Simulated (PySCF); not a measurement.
How good is the calculation?

Molfile (atoms numbered from 1):
```
C5H6O2
     RDKit          3D

 13 13  0  0  0  0  0  0  0  0999 V2000
    2.1078    0.3558    0.0631 C   0  0  0  0  0  0  0  0  0  0  0  0
    1.2627   -0.7590    0.0244 O   0  0  0  0  0  0  0  0  0  0  0  0
   -0.0582   -0.5159    0.0619 C   0  0  0  0  0  0  0  0  0  0  0  0
   -0.7457    0.7410    0.1349 C   0  0  0  0  0  0  0  0  0  0  0  0
   -2.0733    0.4226    0.1478 C   0  0  0  0  0  0  0  0  0  0  0  0
   -2.2469   -0.9042    0.0864 O   0  0  0  0  0  0  0  0  0  0  0  0
   -1.0256   -1.4849    0.0332 C   0  0  0  0  0  0  0  0  0  0  0  0
    3.1381   -0.0213    0.0304 H   0  0  0  0  0  0  0  0  0  0  0  0
    1.9466    1.0236   -0.8024 H   0  0  0  0  0  0  0  0  0  0  0  0
    1.9740    0.9410    0.9909 H   0  0  0  0  0  0  0  0  0  0  0  0
   -0.3205    1.7405    0.1737 H   0  0  0  0  0  0  0  0  0  0  0  0
   -2.9746    1.0286    0.1963 H   0  0  0  0  0  0  0  0  0  0  0  0
   -0.9844   -2.5678   -0.0192 H   0  0  0  0  0  0  0  0  0  0  0  0
  1  2  1  0
  2  3  1  0
  3  4  1  0
  4  5  2  0
  5  6  1  0
  6  7  1  0
  7  3  2  0
  1  8  1  0
  1  9  1  0
  1 10  1  0
  4 11  1  0
  5 12  1  0
  7 13  1  0
M  END
```

Published estimates (parent shift plus substituent increments) and measurements: δ 1H H12 7.01; H13 6.92; H11 6.02 ppm (estimated from measurements, as parent shift plus tabulated substituent increment; solution, not stated per compound (mostly CDCl3 or CCl4); Pretsch, Buehlmann, Badertscher, Structure Determination of Organic Compounds, 4th ed. (2009)).

How the numbers were obtained: σ from GIAO-PBE0/pcSseg-1, geometry: PBE0-D3(BJ)/def2-SVP, in PySCF 2.14 (relativity neglected, no solvent model, single conformer, rapidly exchanging positions averaged).

**Question.** How close does the calculation come?

**Answer.** 
Reference values: estimated from measurements, as parent shift plus tabulated substituent increment (solution, not stated per compound (mostly CDCl3 or CCl4); Pretsch, Buehlmann, Badertscher, Structure Determination of Organic Compounds, 4th ed. (2009)).
| atoms | quantity | reference | computed | computed, scaled |
| --- | --- | --- | --- | --- |
| H12 | δ 1H | 7.01 | 7.16 | 7.01 |
| H13 | δ 1H | 6.92 | 7.27 | 7.10 |
| H11 | δ 1H | 6.02 | 6.24 | 6.13 |

Computed shifts are σ(ref) − σ with the named reference compound (TMS for H and C) calculated as an isolated molecule at the same level. The measured values may be among those fitted. Shieldings were converted by linear fits to measured shifts (mostly CDCl3, TMS scale, for H and C): 1H (scatter 0.21 ppm rms). Occasional misses reach two or three times the rms, and more in compound classes unlike the fitted ones.

**Question.** How far are the unscaled 1H shifts from the references?

**Answer.** Mean signed difference +0.24 ppm, mean absolute 0.24 ppm over 3 comparisons; the largest is +0.35 ppm at H13 (hydrogen on an aromatic CH next to the ring oxygen).
